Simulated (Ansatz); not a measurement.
Coupled-cluster run, F2H6N2SSi2 (`N[Si@@H](F)S[Si@@H](N)F`).

```yaml
crystal:
  periodic: [false, false, false]
  atoms:
    - {symbol: N, position_ang: [0.039166, 2.466904, -0.294956]}
    - {symbol: Si, position_ang: [-0.127177, 1.536389, 1.111223]}
    - {symbol: F, position_ang: [-1.061320, 2.352450, 2.111647]}
    - {symbol: S, position_ang: [-1.175179, -0.334164, 0.955831]}
    - {symbol: Si, position_ang: [0.329442, -1.454615, -0.022521]}
    - {symbol: N, position_ang: [-0.437398, -2.559057, -1.039838]}
    - {symbol: F, position_ang: [1.279443, -0.394373, -0.779437]}
    - {symbol: H, position_ang: [-0.777515, 2.822892, -0.766932]}
    - {symbol: H, position_ang: [0.751464, 2.193610, -0.954733]}
    - {symbol: H, position_ang: [1.205983, 1.314763, 1.702925]}
    - {symbol: H, position_ang: [1.241803, -2.191491, 0.873518]}
    - {symbol: H, position_ang: [-0.000479, -3.415427, -1.335390]}
    - {symbol: H, position_ang: [-1.268244, -2.337862, -1.561337]}
basis:
  gaussian: {orbitals: def2-TZVPP}
correlation: {method: ccsd_t}
```

```sh
$ ansatz run in.yaml --threads 2 --pin off --events-out ev --progress --plain --max-ram 20480MiB --backend cuda --devices 0, --max-vram 18GiB
```

The program prints (abridged):

```
Functional definition: HF
1987 factors; integrals over basis functions are off by at most 1.1e-3 eV
mean field evaluation 1: about -35017.9124 eV, gradient 5.7e1 eV
mean field evaluation 2: about -35018.2862 eV, gradient 5.7e1 eV
mean field evaluation 4: about -35024.4657 eV, gradient 3.9e0 eV
mean field evaluation 8: about -35024.5496 eV, gradient 3.3e-1 eV
mean field evaluation 16: about -35024.5501 eV, gradient 1.0e-6 eV
mean field -35024.55014995 eV, -1287.1284775179 hartree, gradient 1.0e-6 eV, S^2 0.000000; 0 other end points of the search recorded, 0 dependent functions left out
19 core orbitals not correlated: weight in the atoms' cores, before any rotation towards them, 1.000 or more for the frozen orbitals, at most 0.000 for the correlated occupied ones
reference -35024.55014995 eV, -1287.1284775179 hartree; 22, 22 occupied and 293, 293 virtual orbitals, 1987 factors
second order -36.34796980 eV of doubles, -0.00000000 eV of singles
cycle   1  -36.64507241 eV  change   -3.0e-1 eV  update   1.2e-1
cycle   2  -37.39932844 eV  change   -7.5e-1 eV  update   3.5e-2
cycle   3  -37.57484826 eV  change   -1.8e-1 eV  update   1.8e-2
cycle   4  -37.55726715 eV  change    1.8e-2 eV  update   3.9e-3
cycle   5  -37.55374793 eV  change    3.5e-3 eV  update   1.7e-3
cycle   6  -37.55480922 eV  change   -1.1e-3 eV  update   5.6e-4
cycle   7  -37.55451304 eV  change    3.0e-4 eV  update   1.9e-4
cycle   8  -37.55438006 eV  change    1.3e-4 eV  update   6.1e-5
cycle   9  -37.55439886 eV  change   -1.9e-5 eV  update   2.4e-5
perturbative correction -1.36851233 eV, -0.0502919005 hartree
Total energy: -35063.47306114 eV, -1288.5588681213 hartree
```

It took 9.5 s on 2 threads of an AMD EPYC 7R13 on a shared host and a share of an NVIDIA H100 80 GB, with 0.84 GiB of host memory at the peak.

MP2 recovers 93.4 % of the CCSD(T) correlation energy and the triples give 3.5 %; T1 = 0.0114.
